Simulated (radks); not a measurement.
Problem. Isoelectronic series with 6 electrons, each ion in its NIST ground configuration. All-electron calculation, Dirac Kohn-Sham, PBE, spin-unpolarised, spherical densities, finite nucleus; open shells are shared between the two j in proportion to 2j + 1; Fermi nuclear charge, rms radius of each element as measured or else 0.836 A^(1/3) + 0.57 fm. Program: a radial shooting solver on a logarithmic mesh with Libxc functionals. Total energies (hartree) and mean radii <r> (bohr):

ion,configuration,E (hartree),2p3/2,2p1/2,2s1/2,1s1/2
P9+,[He] 2s2 2p2,-292.31697,0.4115,0.4099,0.4646,0.1032
S10+,[He] 2s2 2p2,-335.77438,0.3799,0.3782,0.4307,0.09646
Cl11+,[He] 2s2 2p2,-382.28751,0.3528,0.3511,0.4015,0.09057
Ar12+,[He] 2s2 2p2,-431.86390,0.3294,0.3275,0.3759,0.08534
K13+,[He] 2s2 2p2,-484.51161,0.3088,0.3069,0.3533,0.08068
Ca14+,[He] 2s2 2p2,-540.23919,0.2907,0.2887,0.3333,0.07649
Sc15+,[He] 2s2 2p2,-599.05575,0.2746,0.2725,0.3154,0.07271
Ti16+,[He] 2s2 2p2,-660.97101,0.2602,0.2580,0.2992,0.06927
V17+,[He] 2s2 2p2,-725.99524,0.2472,0.2449,0.2846,0.06614
Mn19+,[He] 2s2 2p2,-865.41405,0.2248,0.2223,0.2593,0.06064

Estimate the row of Cr18+ ([He] 2s2 2p2).

Solution. E (hartree) -794.13912; 2p3/2 0.2355; 2p1/2 0.2331; 2s1/2 0.2714; 1s1/2 0.06327.
